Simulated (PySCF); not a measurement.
A run for PySCF: D3(BJ) and D4 dispersion corrections on H6OSSi (a complex), monomers drawn apart or pushed together.

```python
from pyscf import gto
from pyscf.dispersion import dftd3, dftd4

mol = gto.M(
    atom='''
    S     0.45933343   -0.12802745   -0.02943254
    H     0.27056481    0.59534090    1.08954442
    H    -0.85836715   -0.21638356   -0.26958854
    O    -0.38521054    1.04735967    5.00850722
    Si   -0.66766049   -0.43505239    5.70225737
    H     0.17310397    1.67131410    5.47900523
    H     0.56827802   -1.24947860    5.76344129
    H    -1.67148903   -1.09039670    4.84458627
    H    -1.19325005   -0.27441275    7.08007661
    ''',
    basis='def2-svp',
    charge=0, spin=0, verbose=0, max_memory=1800)
d3, d4 = {}, {}
for xc in ['hf', 'pbe', 'blyp', 'revpbe', 'tpss', 'r2scan', 'b3lyp', 'pbe0', 'bhlyp', 'camb3lyp', 'b2plyp']:
    d3[xc] = float(dftd3.DFTD3Dispersion(mol, xc=xc, version='d3bj', atm=False).get_dispersion()['energy'])
    print(f'D3(BJ) {xc:10s} {d3[xc]:14.8f} Eh')
for xc in ['hf', 'pbe', 'blyp', 'revpbe', 'tpss', 'r2scan', 'b3lyp', 'pbe0', 'bhlyp', 'camb3lyp', 'b2plyp']:
    d4[xc] = float(dftd4.DFTD4Dispersion(mol, xc={'camb3lyp': 'cam-b3lyp'}.get(xc, xc), atm=True).get_dispersion()['energy'])
    print(f'D4     {xc:10s} {d4[xc]:14.8f} Eh')
```

Output:

```
D3(BJ) hf            -0.03552445 Eh
D3(BJ) pbe           -0.00371008 Eh
D3(BJ) blyp          -0.00785653 Eh
D3(BJ) revpbe        -0.00948510 Eh
D3(BJ) tpss          -0.00461954 Eh
D3(BJ) r2scan        -0.00108742 Eh
D3(BJ) b3lyp         -0.00642532 Eh
D3(BJ) pbe0          -0.00318017 Eh
D3(BJ) bhlyp         -0.00505532 Eh
D3(BJ) camb3lyp      -0.00285996 Eh
D3(BJ) b2plyp        -0.00296510 Eh
D4     hf            -0.01230777 Eh
D4     pbe           -0.00321140 Eh
D4     blyp          -0.00714466 Eh
D4     revpbe        -0.01074831 Eh
D4     tpss          -0.00431685 Eh
D4     r2scan        -0.00087304 Eh
D4     b3lyp         -0.00511583 Eh
D4     pbe0          -0.00269865 Eh
D4     bhlyp         -0.00369192 Eh
D4     camb3lyp      -0.00271115 Eh
D4     b2plyp        -0.00222922 Eh
```

The run finished.

Cost: around 0.06 core-seconds (rough).
